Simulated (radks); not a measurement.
The rubidium ion Rb4+, configuration [Ar] 3d9 4s2 4p3 4d1 (not the ground configuration).

Method: scalar-relativistic Kohn-Sham, LDA (Slater exchange, Perdew-Zunger correlation), spin-polarised, spherical densities, point nucleus; open shells are filled with parallel spins first (spin-orbit coupling, left out, can overturn this in heavy ions); computed with a radial shooting solver on a logarithmic mesh with Libxc functionals.

Energy parts (hartree):
| part | energy |
|---|---|
| total | -2968.44709 |
| kinetic | 3039.63563 |
| electron-nucleus | -7076.52640 |
| Hartree | 1163.08827 |
| exchange-correlation | -94.64459 |

Orbitals (lengths in bohr, moments of r in powers of bohr; r(max) is where P^2 peaks):
[
 {"orbital": "1s up", "occ.": "1", "eigenvalue (hartree)": "-554.4376", "<r^4>": "0.00001240", "r(max)": "0.02632", "<r^2>": "0.002193"},
 {"orbital": "1s down", "occ.": "1", "eigenvalue (hartree)": "-554.4210", "<r^4>": "0.00001240", "r(max)": "0.02632", "<r^2>": "0.002192"},
 {"orbital": "2s up", "occ.": "1", "eigenvalue (hartree)": "-76.56032", "<r^4>": "0.002410", "r(max)": "0.1498", "<r^2>": "0.03738"},
 {"orbital": "2s down", "occ.": "1", "eigenvalue (hartree)": "-76.49914", "<r^4>": "0.002406", "r(max)": "0.1498", "<r^2>": "0.03736"},
 {"orbital": "2p up", "occ.": "3", "eigenvalue (hartree)": "-68.25267", "<r^4>": "0.001735", "r(max)": "0.1196", "<r^2>": "0.02946"},
 {"orbital": "2p down", "occ.": "3", "eigenvalue (hartree)": "-68.19904", "<r^4>": "0.001732", "r(max)": "0.1196", "<r^2>": "0.02944"},
 {"orbital": "3s up", "occ.": "1", "eigenvalue (hartree)": "-13.55199", "<r^4>": "0.1360", "r(max)": "0.4493", "<r^2>": "0.2947"},
 {"orbital": "3s down", "occ.": "1", "eigenvalue (hartree)": "-13.46715", "<r^4>": "0.1357", "r(max)": "0.4496", "<r^2>": "0.2947"},
 {"orbital": "3p up", "occ.": "3", "eigenvalue (hartree)": "-10.88169", "<r^4>": "0.1557", "r(max)": "0.4436", "<r^2>": "0.3066"},
 {"orbital": "3p down", "occ.": "3", "eigenvalue (hartree)": "-10.79482", "<r^4>": "0.1551", "r(max)": "0.4440", "<r^2>": "0.3064"},
 {"orbital": "3d up", "occ.": "5", "eigenvalue (hartree)": "-6.46649", "<r^4>": "0.1998", "r(max)": "0.3866", "<r^2>": "0.3154"},
 {"orbital": "3d down", "occ.": "4", "eigenvalue (hartree)": "-6.37185", "<r^4>": "0.1975", "r(max)": "0.3871", "<r^2>": "0.3144"},
 {"orbital": "4s up", "occ.": "1", "eigenvalue (hartree)": "-3.16157", "<r^4>": "5.586", "r(max)": "1.187", "<r^2>": "1.944"},
 {"orbital": "4s down", "occ.": "1", "eigenvalue (hartree)": "-2.99955", "<r^4>": "5.707", "r(max)": "1.182", "<r^2>": "1.955"},
 {"orbital": "4p up", "occ.": "3", "eigenvalue (hartree)": "-2.46726", "<r^4>": "8.542", "r(max)": "1.292", "<r^2>": "2.377"},
 {"orbital": "4p down", "occ.": "0", "eigenvalue (hartree)": "-2.30738", "<r^4>": "9.021", "r(max)": "1.290", "<r^2>": "2.425"},
 {"orbital": "4d up", "occ.": "1", "eigenvalue (hartree)": "-1.46500", "<r^4>": "23.54", "r(max)": "1.592", "<r^2>": "3.853"},
 {"orbital": "4d down", "occ.": "0", "eigenvalue (hartree)": "-1.32803", "<r^4>": "28.35", "r(max)": "1.626", "<r^2>": "4.184"},
 {"orbital": "5s up", "occ.": "0", "eigenvalue (hartree)": "-1.18085", "<r^4>": "111.3", "r(max)": "2.697", "<r^2>": "8.929"},
 {"orbital": "5s down", "occ.": "0", "eigenvalue (hartree)": "-1.11850", "<r^4>": "127.2", "r(max)": "2.771", "<r^2>": "9.542"},
 {"orbital": "5p up", "occ.": "0", "eigenvalue (hartree)": "-0.96731", "<r^4>": "178.2", "r(max)": "3.027", "<r^2>": "11.26"},
 {"orbital": "5p down", "occ.": "0", "eigenvalue (hartree)": "-0.91854", "<r^4>": "206.9", "r(max)": "3.131", "<r^2>": "12.14"},
 {"orbital": "4f up", "occ.": "0", "eigenvalue (hartree)": "-0.70109", "<r^4>": "151.8", "r(max)": "2.464", "<r^2>": "9.612"},
 {"orbital": "5d up", "occ.": "0", "eigenvalue (hartree)": "-0.65860", "<r^4>": "493.2", "r(max)": "3.915", "<r^2>": "18.62"},
 {"orbital": "4f down", "occ.": "0", "eigenvalue (hartree)": "-0.63315", "<r^4>": "235.4", "r(max)": "2.809", "<r^2>": "12.06"},
 {"orbital": "5d down", "occ.": "0", "eigenvalue (hartree)": "-0.62812", "<r^4>": "588.7", "r(max)": "4.112", "<r^2>": "20.35"}
]

The highest occupied level is 4d up at -39.865 eV. The configuration is held as typed, so some empty levels lie below it. Spin moment in Bohr magnetons: 5. The density falls to 0.001 e/bohr^3 at r = 3.20 bohr.
